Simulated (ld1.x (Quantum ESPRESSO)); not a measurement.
niobium (Nb), TM semilocal: configuration errors across variants

```
Element                 : Nb
Generator               : ld1.x (Quantum ESPRESSO) 7.5
Type                    : norm-conserving Troullier–Martins (semilocal form)
Functional              : PBE
Relativity              : scalar-relativistic
Frozen core             : [Kr]
Valence charge          : 5
Reference configuration : 4d3 5s0 5p0 (charge +2)
Partial waves           : 5p (bound, empty): rc 3.55 bohr; 4d (bound): rc 2.05 bohr; 5s (bound, empty): rc 2.05 bohr
Local potential         : the s channel
Core correction         : none
```

All-electron excitation energies from the reference (eV): (1) 4d4 5s1 5p0 -20.677; (2) 4d4 5s0 5p0 -14.040; (3) 4d2 5s0 5p0 24.724; (4) 4d4.5 5s0.5 5p0 -20.119; (5) 4d5 5s0 5p0 -19.408; (6) 4d3 5s1 5p0 -13.660; (7) 4d1 5s0 5p0 61.630.

A semilocal file is local in each channel, so a ghost entry of none says nothing of the separable form that plane-wave codes build from it.

Errors AE − PS in meV (a dash: test not solved or not reliable):

```csv
change,(1),(2),(3),(4),(5),(6),(7),bound ghosts
base,+244,+25,+28,+175,+100,+139,+258,none
core correction a·sin(br)/r model core inside 1.04 bohr,-18,-84,-194,-82,-162,+2.6,-996,none
core correction a·sin(br)/r model core inside 1.76 bohr,-18,-83,-185,-81,-160,+4.0,-928,none
core correction a·sin(br)/r model core inside 2.04 bohr,-13,-76,-160,-74,-149,+9.1,-765,none
core correction a·sin(br)/r model core inside 2.30 bohr,+4.1,-63,-122,-55,-125,+25,-538,none
```

Q: Give the same row for: core correction a·sin(br)/r model core inside 1.36 bohr.

A: -18, -84, -194, -82, -162, +2.8, -995; bound ghosts: none.
